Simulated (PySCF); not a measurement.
A structure optimised at PBE-D3(BJ)/def2-SVP, used in a PySCF frequency run:

```
O
C 1 1.4049
H 2 1.1128 1 110.32
H 2 1.1128 3 107.35 1 -120.24
H 2 1.1142 3 107.85 4 -115.98
Al 1 1.7029 2 137.74 3 120.78
H 6 1.5765 1 118.35 2 180.00
Cl 6 2.1175 7 122.34 1 180.00
```
Charge 0, spin multiplicity 1.

### Question
Write its SMILES, formula and point group.

### Answer
C[O][AlH][Cl], CH4AlClO, Cs

### Question
What are its rotational constants (standard atomic weights)?

### Answer
9.1920, 2.3571, 1.8989 GHz
